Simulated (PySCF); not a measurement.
Ionisation energy of Sr⁺ by level of theory

Sr⁺ [Kr] 5s1 [5s1/2^1, M_J = 1/2] → Sr²⁺ [Kr], as a difference of total energies. Computed with PySCF 2.14 in x2c-TZVPall-2c (8s9p7d1f, 77 functions), with the two-component X2C-1e Hamiltonian. Correlated levels: [Ar] 3d10 frozen; the 6 highest virtual spinors dropped. "Screened" scales the spin-orbit matrix elements by Boettger's factors to mimic the two-electron term; Breit and QED terms are absent.

```tsv
method	ionisation energy (eV)	error (eV)
GHF (screened spin-orbit)	10.451	-0.579
GMP2 (screened spin-orbit)	10.943	-0.087
```

Reference: 11.030 eV (measured; NIST Atomic Spectra Database, ionization energies).

Errors of the correlated levels include the incompleteness of this basis and the frozen core.
